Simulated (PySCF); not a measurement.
Simulation results for B$_{2}$H$_{3}$

Computed with PySCF 2.14.0. Calculation on a computer-drawn molecule: vertical ionisation energy to the stated ion spin, frozen-core CCSD(T) at the basis limit and cheaper methods, single-reference cases, UHF for radicals, no spin-orbit; all values are single points at the evaluated structure, the first of each entry, which is the reference or a displaced copy of it and isn't optimised; the reference structure only sets the zero of the energies above reference; triples share is (T) over the correlation energy.

Common to all runs: charge 0; multiplicity 2; ion multiplicity 1; diffuse functions no; basis cc-pVnZ; reference is the Hartree-Fock double-zeta minimum; best is HF at quadruple zeta + MP2 correlation extrapolated from triple and quadruple zeta + CCSD(T) minus MP2 at triple zeta; basis step is the size of the change from the same recipe one zeta lower.

(1) 
```xyz
5
formula=B2H3 ionisation_energy_best=8.095 ionisation_energy_basis_step=0.02177 energy_above_reference_best=28.21 energy_above_reference_basis_step=0.4877 total_energy_HF_triple_zeta=-50.9925 total_energy_CCSD(T)_triple_zeta=-51.2110 total_energy_best=-51.2329 T1_diagnostic_at_triple_zeta=0.02727 D1_diagnostic_at_triple_zeta=0.1003 spin_squared_at_triple_zeta=0.7647 ion_T1_diagnostic_at_triple_zeta=0.01207 ion_D1_diagnostic_at_triple_zeta=0.02783 triples_share_at_triple_zeta=0.03328 basis_functions_triple_zeta=102 dipole_magnitude_HF_at_triple_zeta=0.7083 dipole_magnitude_CCSD_unrelaxed_at_triple_zeta=1.131 dipole_magnitude_PBE_at_triple_zeta=1.334 dipole_magnitude_r2SCAN_at_triple_zeta=1.252 dipole_magnitude_B3LYP_at_triple_zeta=1.242 dipole_magnitude_wB97X_at_triple_zeta=1.115
B     -0.0633    -0.6836     0.7385
B     -0.4653     0.6577     2.0732
H      0.2093    -1.3472    -0.2654
H     -1.5933     0.7578     2.6941
H      0.4349     1.3085     2.5993
```

Units: ionisation_energy_best, ionisation_energy_basis_step in eV; energy_above_reference_best, energy_above_reference_basis_step in kcal/mol; total_energy_HF_triple_zeta, total_energy_CCSD(T)_triple_zeta, total_energy_best in hartree; dipole_magnitude_HF_at_triple_zeta, dipole_magnitude_CCSD_unrelaxed_at_triple_zeta, dipole_magnitude_PBE_at_triple_zeta, dipole_magnitude_r2SCAN_at_triple_zeta, dipole_magnitude_B3LYP_at_triple_zeta, dipole_magnitude_wB97X_at_triple_zeta in debye.

Reference structure:
```xyz
5
B2H3
B     -0.0584    -0.6571     0.6060
B     -0.3229     0.3559     1.8146
H      0.1372    -1.4049    -0.2895
H     -1.4236     0.4655     2.2843
H      0.5774     1.0145     2.2618
```

Drawn bonds:
| atom | other atom | order |
| --- | --- | --- |
| 1 | 2 | 1 |
| 1 | 3 | 1 |
| 2 | 4 | 1 |
| 2 | 5 | 1 |

Triple zeta:
| method | ionisation energy (eV) | energy above reference (kcal/mol) |
| --- | --- | --- |
| HF | 7.36 | 26.93 |
| PBE | 8.418 | 27.43 |
| r2SCAN | 8.459 | 29.05 |
| B3LYP | 8.294 | 28.97 |
| wB97X | 8.067 | 28.92 |
| MP2 | 7.945 | 29.06 |
| CCSD | 7.982 | 27.46 |
| CCSD(T) | 8.051 | 27.19 |

(2) 
```xyz
5
formula=B2H3 ionisation_energy_best=7.969 ionisation_energy_basis_step=0.02205 energy_above_reference_best=35.7 energy_above_reference_basis_step=0.5641 total_energy_HF_triple_zeta=-50.9807 total_energy_CCSD(T)_triple_zeta=-51.1992 total_energy_best=-51.2210 T1_diagnostic_at_triple_zeta=0.02948 D1_diagnostic_at_triple_zeta=0.1105 spin_squared_at_triple_zeta=0.7671 ion_T1_diagnostic_at_triple_zeta=0.01155 ion_D1_diagnostic_at_triple_zeta=0.02534 triples_share_at_triple_zeta=0.03378 basis_functions_triple_zeta=102 dipole_magnitude_HF_at_triple_zeta=0.5282 dipole_magnitude_CCSD_unrelaxed_at_triple_zeta=1.001 dipole_magnitude_PBE_at_triple_zeta=1.286 dipole_magnitude_r2SCAN_at_triple_zeta=1.173 dipole_magnitude_B3LYP_at_triple_zeta=1.148 dipole_magnitude_wB97X_at_triple_zeta=0.9588
B     -0.0633    -0.6836     0.7385
B     -0.4808     0.7097     2.1250
H      0.2093    -1.3472    -0.2654
H     -1.6088     0.8098     2.7459
H      0.4194     1.3605     2.6511
```

Units: ionisation_energy_best, ionisation_energy_basis_step in eV; energy_above_reference_best, energy_above_reference_basis_step in kcal/mol; total_energy_HF_triple_zeta, total_energy_CCSD(T)_triple_zeta, total_energy_best in hartree; dipole_magnitude_HF_at_triple_zeta, dipole_magnitude_CCSD_unrelaxed_at_triple_zeta, dipole_magnitude_PBE_at_triple_zeta, dipole_magnitude_r2SCAN_at_triple_zeta, dipole_magnitude_B3LYP_at_triple_zeta, dipole_magnitude_wB97X_at_triple_zeta in debye.

Reference structure:
```xyz
5
B2H3
B     -0.0584    -0.6571     0.6060
B     -0.3229     0.3559     1.8146
H      0.1372    -1.4049    -0.2895
H     -1.4236     0.4655     2.2843
H      0.5774     1.0145     2.2618
```

Drawn bonds:
| atom | other atom | order |
| --- | --- | --- |
| 1 | 2 | 1 |
| 1 | 3 | 1 |
| 2 | 4 | 1 |
| 2 | 5 | 1 |

Triple zeta:
| method | ionisation energy (eV) | energy above reference (kcal/mol) |
| --- | --- | --- |
| HF | 7.23 | 34.36 |
| PBE | 8.304 | 34.84 |
| r2SCAN | 8.341 | 36.7 |
| B3LYP | 8.173 | 36.49 |
| wB97X | 7.934 | 36.66 |
| MP2 | 7.809 | 36.83 |
| CCSD | 7.852 | 34.91 |
| CCSD(T) | 7.925 | 34.57 |

(3) 
```xyz
5
formula=B2H3 ionisation_energy_best=7.93 ionisation_energy_basis_step=0.02209 energy_above_reference_best=38.14 energy_above_reference_basis_step=0.5862 total_energy_HF_triple_zeta=-50.9768 total_energy_CCSD(T)_triple_zeta=-51.1954 total_energy_best=-51.2171 T1_diagnostic_at_triple_zeta=0.03022 D1_diagnostic_at_triple_zeta=0.1136 spin_squared_at_triple_zeta=0.7681 ion_T1_diagnostic_at_triple_zeta=0.01141 ion_D1_diagnostic_at_triple_zeta=0.02454 triples_share_at_triple_zeta=0.03396 basis_functions_triple_zeta=102 dipole_magnitude_HF_at_triple_zeta=0.4757 dipole_magnitude_CCSD_unrelaxed_at_triple_zeta=0.9573 dipole_magnitude_PBE_at_triple_zeta=1.268 dipole_magnitude_r2SCAN_at_triple_zeta=1.145 dipole_magnitude_B3LYP_at_triple_zeta=1.114 dipole_magnitude_wB97X_at_triple_zeta=0.9059
B     -0.0633    -0.6836     0.7385
B     -0.4858     0.7263     2.1415
H      0.2093    -1.3472    -0.2654
H     -1.6138     0.8264     2.7624
H      0.4144     1.3771     2.6676
```

Units: ionisation_energy_best, ionisation_energy_basis_step in eV; energy_above_reference_best, energy_above_reference_basis_step in kcal/mol; total_energy_HF_triple_zeta, total_energy_CCSD(T)_triple_zeta, total_energy_best in hartree; dipole_magnitude_HF_at_triple_zeta, dipole_magnitude_CCSD_unrelaxed_at_triple_zeta, dipole_magnitude_PBE_at_triple_zeta, dipole_magnitude_r2SCAN_at_triple_zeta, dipole_magnitude_B3LYP_at_triple_zeta, dipole_magnitude_wB97X_at_triple_zeta in debye.

Reference structure:
```xyz
5
B2H3
B     -0.0584    -0.6571     0.6060
B     -0.3229     0.3559     1.8146
H      0.1372    -1.4049    -0.2895
H     -1.4236     0.4655     2.2843
H      0.5774     1.0145     2.2618
```

Drawn bonds:
| atom | other atom | order |
| --- | --- | --- |
| 1 | 2 | 1 |
| 1 | 3 | 1 |
| 2 | 4 | 1 |
| 2 | 5 | 1 |

Triple zeta:
| method | ionisation energy (eV) | energy above reference (kcal/mol) |
| --- | --- | --- |
| HF | 7.19 | 36.79 |
| PBE | 8.269 | 37.24 |
| r2SCAN | 8.304 | 39.18 |
| B3LYP | 8.135 | 38.93 |
| wB97X | 7.893 | 39.18 |
| MP2 | 7.768 | 39.37 |
| CCSD | 7.813 | 37.34 |
| CCSD(T) | 7.886 | 36.97 |

(4) 
```xyz
5
formula=B2H3 ionisation_energy_best=8.653 ionisation_energy_basis_step=0.02148 energy_above_reference_best=44.89 energy_above_reference_basis_step=0.2604 total_energy_HF_triple_zeta=-50.9564 total_energy_CCSD(T)_triple_zeta=-51.1839 total_energy_best=-51.2063 T1_diagnostic_at_triple_zeta=0.03817 D1_diagnostic_at_triple_zeta=0.1092 spin_squared_at_triple_zeta=0.8403 ion_T1_diagnostic_at_triple_zeta=0.0139 ion_D1_diagnostic_at_triple_zeta=0.02824 triples_share_at_triple_zeta=0.03575 basis_functions_triple_zeta=102 dipole_magnitude_HF_at_triple_zeta=0.432 dipole_magnitude_CCSD_unrelaxed_at_triple_zeta=0.7698 dipole_magnitude_PBE_at_triple_zeta=0.6734 dipole_magnitude_r2SCAN_at_triple_zeta=0.6316 dipole_magnitude_B3LYP_at_triple_zeta=0.6811 dipole_magnitude_wB97X_at_triple_zeta=0.7173
B     -0.0816    -0.6571     0.6105
B     -0.3675     0.3980     1.8504
H      0.2587    -1.7922    -0.6813
H     -1.4550     0.4614     2.2169
H      0.5889     1.0076     2.2515
```

Units: ionisation_energy_best, ionisation_energy_basis_step in eV; energy_above_reference_best, energy_above_reference_basis_step in kcal/mol; total_energy_HF_triple_zeta, total_energy_CCSD(T)_triple_zeta, total_energy_best in hartree; dipole_magnitude_HF_at_triple_zeta, dipole_magnitude_CCSD_unrelaxed_at_triple_zeta, dipole_magnitude_PBE_at_triple_zeta, dipole_magnitude_r2SCAN_at_triple_zeta, dipole_magnitude_B3LYP_at_triple_zeta, dipole_magnitude_wB97X_at_triple_zeta in debye.

Reference structure:
```xyz
5
B2H3
B     -0.0584    -0.6571     0.6060
B     -0.3229     0.3559     1.8146
H      0.1372    -1.4049    -0.2895
H     -1.4236     0.4655     2.2843
H      0.5774     1.0145     2.2618
```

Drawn bonds:
| atom | other atom | order |
| --- | --- | --- |
| 1 | 2 | 1 |
| 1 | 3 | 1 |
| 2 | 4 | 1 |
| 2 | 5 | 1 |

Triple zeta:
| method | ionisation energy (eV) | energy above reference (kcal/mol) |
| --- | --- | --- |
| HF | 7.959 | 49.63 |
| PBE | 8.953 | 42.51 |
| r2SCAN | 9.017 | 45.02 |
| B3LYP | 8.828 | 45.89 |
| wB97X | 8.65 | 46.85 |
| MP2 | 8.457 | 49.64 |
| CCSD | 8.541 | 45.02 |
| CCSD(T) | 8.616 | 44.2 |

(5) 
```xyz
5
formula=B2H3 ionisation_energy_best=8.651 ionisation_energy_basis_step=0.01912 energy_above_reference_best=0.9317 energy_above_reference_basis_step=0.0524 total_energy_HF_triple_zeta=-51.0344 total_energy_CCSD(T)_triple_zeta=-51.2529 total_energy_best=-51.2764 T1_diagnostic_at_triple_zeta=0.01934 D1_diagnostic_at_triple_zeta=0.05666 spin_squared_at_triple_zeta=0.7585 ion_T1_diagnostic_at_triple_zeta=0.01284 ion_D1_diagnostic_at_triple_zeta=0.03228 triples_share_at_triple_zeta=0.03118 basis_functions_triple_zeta=102 dipole_magnitude_HF_at_triple_zeta=1.355 dipole_magnitude_CCSD_unrelaxed_at_triple_zeta=1.461 dipole_magnitude_PBE_at_triple_zeta=1.371 dipole_magnitude_r2SCAN_at_triple_zeta=1.389 dipole_magnitude_B3LYP_at_triple_zeta=1.427 dipole_magnitude_wB97X_at_triple_zeta=1.483
B     -0.0596    -0.6699     0.5903
B     -0.3180     0.3426     1.8341
H      0.1343    -1.4054    -0.2793
H     -1.4465     0.4567     2.2900
H      0.5729     1.0054     2.2778
```

Units: ionisation_energy_best, ionisation_energy_basis_step in eV; energy_above_reference_best, energy_above_reference_basis_step in kcal/mol; total_energy_HF_triple_zeta, total_energy_CCSD(T)_triple_zeta, total_energy_best in hartree; dipole_magnitude_HF_at_triple_zeta, dipole_magnitude_CCSD_unrelaxed_at_triple_zeta, dipole_magnitude_PBE_at_triple_zeta, dipole_magnitude_r2SCAN_at_triple_zeta, dipole_magnitude_B3LYP_at_triple_zeta, dipole_magnitude_wB97X_at_triple_zeta in debye.

Reference structure:
```xyz
5
B2H3
B     -0.0584    -0.6571     0.6060
B     -0.3229     0.3559     1.8146
H      0.1372    -1.4049    -0.2895
H     -1.4236     0.4655     2.2843
H      0.5774     1.0145     2.2618
```

Drawn bonds:
| atom | other atom | order |
| --- | --- | --- |
| 1 | 2 | 1 |
| 1 | 3 | 1 |
| 2 | 4 | 1 |
| 2 | 5 | 1 |

Triple zeta:
| method | ionisation energy (eV) | energy above reference (kcal/mol) |
| --- | --- | --- |
| HF | 7.912 | 0.6402 |
| PBE | 8.941 | 1.1 |
| r2SCAN | 8.989 | 1.097 |
| B3LYP | 8.824 | 1.015 |
| wB97X | 8.644 | 1.029 |
| MP2 | 8.537 | 0.888 |
| CCSD | 8.543 | 0.8538 |
| CCSD(T) | 8.605 | 0.8654 |

(6) 
```xyz
5
formula=B2H3 ionisation_energy_best=9.534 ionisation_energy_basis_step=0.01257 energy_above_reference_best=35.82 energy_above_reference_basis_step=0.9903 total_energy_HF_triple_zeta=-50.9699 total_energy_CCSD(T)_triple_zeta=-51.1952 total_energy_best=-51.2208 T1_diagnostic_at_triple_zeta=0.02008 D1_diagnostic_at_triple_zeta=0.05813 spin_squared_at_triple_zeta=0.761 ion_T1_diagnostic_at_triple_zeta=0.01563 ion_D1_diagnostic_at_triple_zeta=0.04005 triples_share_at_triple_zeta=0.03353 basis_functions_triple_zeta=102 dipole_magnitude_HF_at_triple_zeta=1.483 dipole_magnitude_CCSD_unrelaxed_at_triple_zeta=1.211 dipole_magnitude_PBE_at_triple_zeta=0.9468 dipole_magnitude_r2SCAN_at_triple_zeta=1.024 dipole_magnitude_B3LYP_at_triple_zeta=1.112 dipole_magnitude_wB97X_at_triple_zeta=1.239
B     -0.1375    -0.6631     0.6913
B     -0.2349     0.3065     1.6174
H      0.0553    -1.3421    -0.2497
H     -1.5600     0.3741     2.2482
H      0.5014     0.9441     2.1647
```

Units: ionisation_energy_best, ionisation_energy_basis_step in eV; energy_above_reference_best, energy_above_reference_basis_step in kcal/mol; total_energy_HF_triple_zeta, total_energy_CCSD(T)_triple_zeta, total_energy_best in hartree; dipole_magnitude_HF_at_triple_zeta, dipole_magnitude_CCSD_unrelaxed_at_triple_zeta, dipole_magnitude_PBE_at_triple_zeta, dipole_magnitude_r2SCAN_at_triple_zeta, dipole_magnitude_B3LYP_at_triple_zeta, dipole_magnitude_wB97X_at_triple_zeta in debye.

Reference structure:
```xyz
5
B2H3
B     -0.0584    -0.6571     0.6060
B     -0.3229     0.3559     1.8146
H      0.1372    -1.4049    -0.2895
H     -1.4236     0.4655     2.2843
H      0.5774     1.0145     2.2618
```

Drawn bonds:
| atom | other atom | order |
| --- | --- | --- |
| 1 | 2 | 1 |
| 1 | 3 | 1 |
| 2 | 4 | 1 |
| 2 | 5 | 1 |

Triple zeta:
| method | ionisation energy (eV) | energy above reference (kcal/mol) |
| --- | --- | --- |
| HF | 8.88 | 41.11 |
| PBE | 9.761 | 33.35 |
| r2SCAN | 9.849 | 33.86 |
| B3LYP | 9.67 | 33.97 |
| wB97X | 9.539 | 35.87 |
| MP2 | 9.46 | 37.79 |
| CCSD | 9.434 | 37.56 |
| CCSD(T) | 9.49 | 37.11 |

(7) 
```xyz
5
formula=B2H3
B      0.1012    -0.6762     0.7487
B     -0.3279     0.3876     1.8737
H      0.1214    -1.3612    -0.3115
H     -1.5296     0.5247     2.2182
H      0.5439     0.8884     2.2529
```

Reference structure:
```xyz
5
B2H3
B     -0.0584    -0.6571     0.6060
B     -0.3229     0.3559     1.8146
H      0.1372    -1.4049    -0.2895
H     -1.4236     0.4655     2.2843
H      0.5774     1.0145     2.2618
```

Drawn bonds:
| atom | other atom | order |
| --- | --- | --- |
| 1 | 2 | 1 |
| 1 | 3 | 1 |
| 2 | 4 | 1 |
| 2 | 5 | 1 |

(8) 
```xyz
5
formula=B2H3
B     -0.1170    -0.6267     0.5465
B     -0.3407     0.4581     1.8028
H      0.0642    -1.4643    -0.2397
H     -1.7380     0.4745     2.3942
H      0.5523     1.0928     2.2309
```

Reference structure:
```xyz
5
B2H3
B     -0.0584    -0.6571     0.6060
B     -0.3229     0.3559     1.8146
H      0.1372    -1.4049    -0.2895
H     -1.4236     0.4655     2.2843
H      0.5774     1.0145     2.2618
```

Drawn bonds:
| atom | other atom | order |
| --- | --- | --- |
| 1 | 2 | 1 |
| 1 | 3 | 1 |
| 2 | 4 | 1 |
| 2 | 5 | 1 |

To be estimated
1. B$_{2}$H$_{3}$ (entry 7): total energy best?
2. Give the missing dipole magnitude r2SCAN at triple zeta for B$_{2}$H$_{3}$ (entry 8).
3. What total energy CCSD(T) triple zeta does the calculation give for B$_{2}$H$_{3}$ (entry 8)?
4. What total energy HF triple zeta does the calculation give for B$_{2}$H$_{3}$ (entry 8)?
5. What dipole magnitude CCSD unrelaxed at triple zeta does the calculation give for B$_{2}$H$_{3}$ (entry 8)?

Answers
1. -51.2594 hartree
2. 1.552 debye
3. -51.2233 hartree
4. -51.0023 hartree
5. 1.605 debye

Further results for B$_{2}$H$_{3}$ (entry 7):

- ionisation energy best: 8.704 eV
- ionisation energy basis step: 0.01998 eV
- energy above reference best: 11.57 kcal/mol
- energy above reference basis step: 0.02511 kcal/mol
- total energy HF triple zeta: -51.0158 hartree
- total energy CCSD(T) triple zeta: -51.2358 hartree
- T1 diagnostic at triple zeta: 0.02029
- D1 diagnostic at triple zeta: 0.06193
- spin squared at triple zeta: 0.7607
- ion T1 diagnostic at triple zeta: 0.0124
- ion D1 diagnostic at triple zeta: 0.03017
- triples share at triple zeta: 0.03146
- basis functions triple zeta: 102
- dipole magnitude HF at triple zeta: 1.159 debye
- dipole magnitude CCSD unrelaxed at triple zeta: 1.293 debye
- dipole magnitude PBE at triple zeta: 1.233 debye
- dipole magnitude r2SCAN at triple zeta: 1.24 debye
- dipole magnitude B3LYP at triple zeta: 1.27 debye
- dipole magnitude wB97X at triple zeta: 1.328 debye

Triple zeta:
| method | ionisation energy (eV) | energy above reference (kcal/mol) |
| --- | --- | --- |
| HF | 7.965 | 12.3 |
| PBE | 9.004 | 11.51 |
| r2SCAN | 9.055 | 11.72 |
| B3LYP | 8.882 | 11.68 |
| wB97X | 8.697 | 11.74 |
| MP2 | 8.588 | 11.9 |
| CCSD | 8.595 | 11.65 |
| CCSD(T) | 8.658 | 11.6 |

Further results for B$_{2}$H$_{3}$ (entry 8):

- ionisation energy best: 8.577 eV
- ionisation energy basis step: 0.01995 eV
- energy above reference best: 19.82 kcal/mol
- energy above reference basis step: 0.03055 kcal/mol
- total energy best: -51.2463 hartree
- T1 diagnostic at triple zeta: 0.02151
- D1 diagnostic at triple zeta: 0.06221
- spin squared at triple zeta: 0.7599
- ion T1 diagnostic at triple zeta: 0.01475
- ion D1 diagnostic at triple zeta: 0.03749
- triples share at triple zeta: 0.03327
- basis functions triple zeta: 102
- dipole magnitude HF at triple zeta: 1.564 debye
- dipole magnitude PBE at triple zeta: 1.505 debye
- dipole magnitude B3LYP at triple zeta: 1.587 debye
- dipole magnitude wB97X at triple zeta: 1.668 debye

Triple zeta:
| method | ionisation energy (eV) | energy above reference (kcal/mol) |
| --- | --- | --- |
| HF | 7.854 | 20.82 |
| PBE | 8.851 | 18.63 |
| r2SCAN | 8.909 | 19.9 |
| B3LYP | 8.742 | 20.17 |
| wB97X | 8.57 | 20.45 |
| MP2 | 8.46 | 20.84 |
| CCSD | 8.468 | 19.78 |
| CCSD(T) | 8.53 | 19.45 |
